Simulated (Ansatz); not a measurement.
`CC(=N)CBr`, charge 0, multiplicity 1.

Give a relaxed structure at PBE0-D4/def2-TZVP (the Gaussian-basis code of Ansatz). (Best estimate.)

Ansatz gave: 
Z-matrix (Å, degrees):
```
C
C 1 1.497
H 1 1.092 2 110.5
H 1 1.090 2 111.1 3 121.2
H 1 1.094 2 110.3 3 -118.0
N 2 1.267 1 126.3 3 -122.2
C 2 1.499 1 117.2 3 59.6
H 6 1.021 2 110.7 1 0.1
Br 7 1.950 2 111.3 1 -65.1
H 7 1.085 2 110.1 1 176.6
H 7 1.089 2 112.0 1 52.5
```
This is one stationary point; other conformers may exist.
